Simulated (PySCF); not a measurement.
## Polarisability and C₆ of Br (bromine, neutral)

[Ar] 3d10 4s2 4p5, 2P determinant. Calculation: PySCF 2.14, in aug-cc-pVQZ-DK; the spin-free X2C one-electron Hamiltonian (Gaussian nucleus). Coupled (time-dependent) response in atomic units; α is the mean over directions.

```csv
method,mean α (bohr³),"α xx, yy, zz",C₆ (like pair),S(−4)
wB97X-V,21.11,"19.24, 22.05, 22.05",169.4,103.6
```

S(−4) is the Cauchy moment in α(ω) = α(0) + S(−4) ω² + …

Reference α: 21 ± 1 bohr³ (recommended; Schwerdtfeger and Nagle, table of static dipole polarizabilities (2023 update)). Published C₆: 162.0 (Chu and Dalgarno (2004); Tang, Norbeck and Certain (1976)).

Spin-orbit coupling is absent.

α(iu) at wB97X-V:

| u (hartree) | α(iu) (bohr³) |
| --- | --- |
| 0 | 21.11 |
| 0.0500 | 20.86 |
| 0.100 | 20.14 |
| 0.200 | 17.82 |
| 0.300 | 15.13 |
| 0.500 | 10.56 |
| 0.750 | 6.904 |
| 1.00 | 4.764 |
| 1.50 | 2.621 |
| 2.00 | 1.660 |
| 3.00 | 0.8546 |
| 5.00 | 0.3661 |

The components differ because the open shell of this determinant is not spherical; for a pure term their mean is the scalar polarisability.
